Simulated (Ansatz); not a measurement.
`B/N=C(/O)[SiH3]`, relaxed with RKS PBE0-D4/def2-TZVP in the Gaussian-basis code of Ansatz from a PBE-D4/def2-SVP geometry. The force threshold is 0.005 eV/Å; the program also tests the step.

Charge 0, multiplicity 1.

Start:

```xyz
11

B    -1.491   -1.307   -1.100
N    -0.678   -0.657   -0.209
C     0.090   -0.031    0.573
O     0.118   -0.236    1.921
Si    1.323    1.329    0.016
H    -2.591   -0.843   -1.357
H    -1.108   -2.345   -1.616
H    -0.548   -0.929    2.127
H     0.914    2.630    0.646
H     1.265    1.423   -1.478
H     2.706    0.965    0.476
```

**Question.** By how much does the energy fall, and how many steps does the optimiser take? (Estimate.)

**Answer.** Computed: 4.78 kJ/mol, in 15 steps, 1 of them rejected.

**Question.** Which bonds change most? (Estimate.)

**Answer.** Computed: B1–H6 from 1.221 to 1.199 Å; B1–H7 from 1.221 to 1.199 Å; N2–C3 from 1.262 to 1.244 Å; Si5–H11 from 1.502 to 1.484 Å.

**Question.** Give the relaxed structure. (An estimate is asked.)

**Answer.** Computed: 
```xyz
11

B    -1.453   -1.294   -1.099
N    -0.674   -0.652   -0.186
C     0.072   -0.020    0.582
O     0.087   -0.219    1.922
Si    1.301    1.314    0.009
H    -2.531   -0.843   -1.368
H    -1.051   -2.306   -1.601
H    -0.560   -0.907    2.132
H     0.958    2.598    0.670
H     1.180    1.426   -1.461
H     2.672    0.904    0.401
```
